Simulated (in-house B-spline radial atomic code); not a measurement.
Settings and results of a run for the chromium ion Cr²⁺ (an excited or competing configuration). Computed with a B-spline radial code for spherical atoms: Dirac-Hartree-Fock, average of configuration, Fermi nucleus of rms radius 3.6452 fm.

Command:
```bash
python run_scf.py task.json out
```
Settings (nuclear radius in fm, mass in u):
```
Z                24
configuration    [Ar] 3d3 6p1
hamiltonian      dirac
method           hf
spin_polarised   False
nucleus          fermi
rms_radius       3.6452
atomic_mass      51.9405
speed_of_light   137.035999084
```

Output (hartree, bohr):
```
 radial grid: 82 intervals, B-splines of order 8, outer radius 60 bohr

 iter        energy (Eh)    residual
    1      -1038.6520376    4.75e-01
    2      -1046.0760220    3.06e-01
    3      -1047.8286870    8.99e-02
    4      -1048.0291447    2.65e-02
    5      -1048.0435764    1.30e-02
    6      -1048.0479194    9.97e-04
    7      -1048.0479339    7.19e-05
    8      -1048.0479340    1.59e-05
    9      -1048.0479340    6.75e-07
   10      -1048.0479340    6.42e-09

 total energy                    -1048.047934
 kinetic                           1061.16744
 electron-nucleus                 -2477.00489
 electron-electron                  367.78952

 first-order corrections (not in the total)
   Gaunt                            0.38996
   retardation                     -0.03355
   frequency dependence            -0.00079
   self-energy                      0.25757
   Uehling                         -0.02083
   Wichmann-Kroll                   0.00011
   recoil                           0.00868

 orbital      occ     eigenvalue          <r>       <r^2>       <1/r>       r_max    small
 1s1/2      2.000     -223.54581     0.063509  0.00542465     23.8877     0.04162  7.43e-03
 2s1/2      2.000      -28.02982     0.290991    0.100032     5.10142      0.2427  1.35e-03
 2p1/2      2.000      -23.87640     0.257063   0.0812949     5.01307      0.1963  1.31e-03
 2p3/2      4.000      -23.55278     0.259832   0.0829219     4.93907      0.1986  1.30e-03
 3s1/2      2.000       -4.72698     0.887883    0.905671     1.57763       0.772  2.81e-04
 3p1/2      2.000       -3.44558      0.93595     1.02424     1.45496      0.7891  2.47e-04
 3p3/2      4.000       -3.40379     0.943413     1.04039     1.43986      0.7954  2.44e-04
 3d3/2      1.200       -1.65982       1.0957     1.48492     1.16609      0.7998  1.69e-04
 3d5/2      1.800       -1.65618      1.09849     1.49225     1.16279      0.8019  1.68e-04
 6p1/2      0.333       -0.21042       10.441      122.12    0.131322        10.9  7.28e-06
 6p3/2      0.667       -0.20987      10.4696     122.782    0.130885       10.93  7.25e-06
```

Time taken, with all properties: 1.4 s on 1 thread of Arm Neoverse V2 (shared host).

For the Dirac Hamiltonian the kinetic term is c α·p + (β - 1)c².
